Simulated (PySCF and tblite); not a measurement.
Results of a calculation; reference values are marked as such.
C₃H₂FNOS, numbered as in [OH:1][c:2]1[cH:3][n:4][c:5]([F:6])[s:7]1.

Search: ETKDG and KDG, MMFF94s, GFN2-xTB, 60 starts; geometries at GFN2-xTB. Free energies are PBE0-D3(BJ)/pcSseg-1 single points with GFN2-xTB rigid-rotor and vibrational terms (modes under about 100 cm⁻¹ blended into free rotors). Symmetry numbers and mirror images are counted. Conformers within 2.5 kcal/mol (GFN2-xTB free energy) were kept, 6 at most. Programs: PySCF with density fitting and tblite.

Rotational constants are equilibrium values for the commonest isotopes; dipoles come from the energy level named.

Torsions listed: H1–O1–C2–S7.

| conformer | shape | symmetry |
| --- | --- | --- |
| 1 | 180° | Cs |
| 2 | 0° | Cs |

Question: Give the rotational constants and dipole components, as needed to look for these species in a jet-cooled rotational spectrum.

Answer: 
```json
{"conformer": "1", "A (MHz)": "5279", "B (MHz)": "1847", "C (MHz)": "1368", "abs μa (D)": "2.88", "abs μb (D)": "0.26", "abs μc (D)": "0.01", "κ": "-0.76", "Ic−Ia−Ib (u Å²)": "0.0"}
{"conformer": "2", "A (MHz)": "5275", "B (MHz)": "1845", "C (MHz)": "1367", "abs μa (D)": "2.31", "abs μb (D)": "2.46", "abs μc (D)": "0.01", "κ": "-0.76", "Ic−Ia−Ib (u Å²)": "0.0"}
```

Question: Which type of transition is strongest for conformer 1?

Answer: a-type, since that component is clearly the largest; the top is asymmetric (κ = -0.76).


Conformer gaps in pcSseg-1 on xTB geometries can be 2 kcal/mol off for S=O, P=O and other polar bonds.